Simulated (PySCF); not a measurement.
## Electron correlation in Si⁻ (silicon, charge -1)

[Ne] 3s2 3p3, high-spin 4S determinant. Computed with PySCF 2.14 in aug-cc-pVDZ-DK (5s4p2d, 27 functions), with scalar relativity by spin-free X2C-1e. Frozen: [Ne]; 5 electrons correlated.

```
  level  correlation energy (mhartree)
   CCSD                         -80.48
    (T)                          -2.40
CCSD(T)                         -82.88
  CCSDT                         -83.56
```

Diagnostics: T1 = 0.0072, D1 = 0.0133, largest double amplitude 0.053.

Cost of the coupled-cluster step: about 0.3 core-seconds, for 5 correlated electrons.
